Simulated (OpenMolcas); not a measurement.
# Setting up CH5BO2 (SMILES COBO) in OpenMolcas

CH5BO2 has 9 atoms, charge 0, and is taken as a singlet. SMILES: `COBO`. The coordinates come from a PBE0-D4/def2-TZVP relaxation. This is one conformer, not always the lowest.

```xyz
9

C     0.2818    0.8019   -1.0574
O    -0.1135    0.4548    0.2510
B    -0.1349   -0.8341    0.6716
O    -0.5246   -1.1185    1.9385
H     0.5681   -0.0798   -1.6376
H     1.1314    1.4864   -1.0062
H    -0.5448    1.3075   -1.5617
H     0.1839   -1.7384   -0.0476
H    -0.7589   -0.3263    2.4322
```

Settings wanted:

```yaml
method: DFT
reference: RKS
integral_approximation: none
basis_set: 6-31G*
task: gradient
functional: B3LYP
nucleus: point
integration_grid: UltraFine
SCF_convergence_threshold: 1e-10
d_and_f_functions: spherical
```

Give an OpenMolcas 26.06 job that does this.

This one ran through:

job.input:
```
>>> EXPORT MOLCAS_PRINT=2
&GATEWAY
BASLIB=$CurrDir
COORD
9
angstrom
C        0.281800       0.801900      -1.057400
O       -0.113500       0.454800       0.251000
B       -0.134900      -0.834100       0.671600
O       -0.524600      -1.118500       1.938500
H        0.568100      -0.079800      -1.637600
H        1.131400       1.486400      -1.006200
H       -0.544800       1.307500      -1.561700
H        0.183900      -1.738400      -0.047600
H       -0.758900      -0.326300       2.432200
BASIS=6-31Gs
GROUP=NoSym
&SEWARD
GRIDINPUT
Grid=UltraFine
End of Grid
&SCF
KSDFT=B3LYP
THRESHOLDS=1e-10 1e-07 1e-07 1e-05
PRORBITALS=1 2
&ALASKA
```

```bash
$ export MOLCAS_MEM=1860
$ pymolcas job.input > job.log
```

(Basis files named in the input come from the Basis Set Exchange and aren't shown.)

Calculated total energy: -216.49591 Eh, largest force 0.494 eV/Å.
